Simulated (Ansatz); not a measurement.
`C=NBF` + `BC` → `CBBF` + `C=N` at 298.15 K and 1 bar (formal exchange of groups at a B–N bond).

Program: Ansatz. Geometries: PBE0-D4/def2-TZVP. ΔE: electronic, gas phase. CCSD(T)/CBS adds triple-zeta CCSD(T) − MP2 to the extrapolated MP2 energy (def2 sets, frozen cores). This one scheme is used for every species. Each species was taken in one conformer, which may not be the lowest.

```csv
species,CCSD(T)/CBS energy (Eh),H − E (kJ/mol),S (J/(mol·K))
`C=NBF`,-219.19469,135.9,292.0
`BC`,-65.83255,158.6,247.5
`CBBF`,-190.46132,183.3,310.6
`C=N`,-94.52360,115.3,227.0
```

H − E and S are ideal-gas, rigid-rotor, harmonic terms from PBE0-D4/def2-TZVP, for one conformer and one mirror image of each species. 1 Eh = 2625.50 kJ/mol, R = 8.31446 J/(mol·K).

Problem. By hand: ΔE, ΔH, ΔS and ΔG.

Solution. ΔE = (-190.46132) + (-94.52360) − (-219.19469) − (-65.83255) = 0.04232 Eh = 111.1 kJ/mol. Δ(H − E) = 183.3 + 115.3 − 135.9 − 158.6 = 4.1, so ΔH = 115.2 kJ/mol. ΔS = 310.6 + 227.0 − 292.0 − 247.5 = -1.9 J/(mol·K). ΔG = 115.2 − 298.15 × (-1.9)/1000 = 115.8 kJ/mol.

Problem. By hand: the equilibrium constant, and the temperature at which ΔG would vanish if ΔH and ΔS stayed fixed.

Solution. log₁₀ K = −ΔG/(RT ln 10) = -20.3. ΔH and −TΔS have one sign here, so there is no such temperature. One of them is within its doubt of zero, so this could turn.

The number of gas molecules stays the same, so ΔS is small and ΔH decides. A doubt of 5 kJ/mol in ΔE shifts log₁₀ K by 0.9 here. Other conformers and mirror images would add mixing entropy, several J/(mol·K) or more a flexible species. These are equilibria of isolated gas molecules and say nothing of rates. Largest T1 diagnostic: 0.014 (customary marks: 0.02 for closed shells, 0.045 for open ones).
